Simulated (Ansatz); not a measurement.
`[OH][Al]1[CH2][CH2]1` + NH₃ → `[NH2][Al]1[CH2][CH2]1` + H₂O at 298.15 K and 1 bar (ligand exchange at the Al–O bond).

Computed with Ansatz on PBE0-D4/def2-TZVP structures; ΔE is electronic, products minus reactants. CBS: MP2 limit from def2 TZ/QZ plus the TZ coupled-cluster correction, frozen cores. This one scheme is used for every species. One conformer a species, not always the lowest.

```csv
species,CCSD(T)/CBS energy (Eh),H − E (kJ/mol),S (J/(mol·K))
`[OH][Al]1[CH2][CH2]1`,-396.29709,188.1,308.6
NH₃,-56.50880,100.5,192.4
`[NH2][Al]1[CH2][CH2]1`,-376.41160,220.8,307.5
H₂O,-76.37941,66.4,188.7
```

H − E and S are ideal-gas, rigid-rotor, harmonic terms from PBE0-D4/def2-TZVP, for one conformer and one mirror image of each species. 1 Eh = 2625.50 kJ/mol, R = 8.31446 J/(mol·K).

Question: By hand: ΔE, ΔH, ΔS and ΔG.

Answer: ΔE = (-376.41160) + (-76.37941) − (-396.29709) − (-56.50880) = 0.01488 Eh = 39.1 kJ/mol. Δ(H − E) = 220.8 + 66.4 − 188.1 − 100.5 = -1.4, so ΔH = 37.7 kJ/mol. ΔS = 307.5 + 188.7 − 308.6 − 192.4 = -4.8 J/(mol·K). ΔG = 37.7 − 298.15 × (-4.8)/1000 = 39.1 kJ/mol.

Question: By hand: the equilibrium constant, and the temperature at which ΔG would vanish if ΔH and ΔS stayed fixed.

Answer: log₁₀ K = −ΔG/(RT ln 10) = -6.9. ΔH and −TΔS have one sign here, so there is no such temperature.

The number of gas molecules stays the same, so ΔS is small and ΔH decides. A doubt of 5 kJ/mol in ΔE shifts log₁₀ K by 0.9 here. Other conformers and mirror images would add mixing entropy, several J/(mol·K) or more a flexible species. These are equilibria of isolated gas molecules and say nothing of rates. Largest T1 diagnostic: 0.012 (customary marks: 0.02 for closed shells, 0.045 for open ones).

ΔS is within the doubt of such terms, so its sign, and with it that verdict, could turn.
